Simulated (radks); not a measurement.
Initial-state core-level shifts of the magnesium ion Mg+ when its valence configuration changes from [Ne] 3s1. All-electron calculation, scalar-relativistic Kohn-Sham, PBE, spin-polarised, spherical densities, finite nucleus; open shells are filled with parallel spins first; Fermi nuclear charge, rms radius 3.057 fm. Program: a radial shooting solver on a logarithmic mesh with Libxc functionals. Shifts are changes of the shell-averaged eigenvalues in eV (positive: less bound); the change of the density at the nucleus, which sets a Mossbauer isomer shift, is in e/bohr^3, on a base of 1162.

| valence | 1s | 2s | 2p | density at nucleus |
|---|---|---|---|---|
| 3p1 | -1.842 | -1.815 | -1.795 | -2.2233 |
| 3s0.5 3p0.5 | -0.923 | -0.911 | -0.901 | -1.1083 |
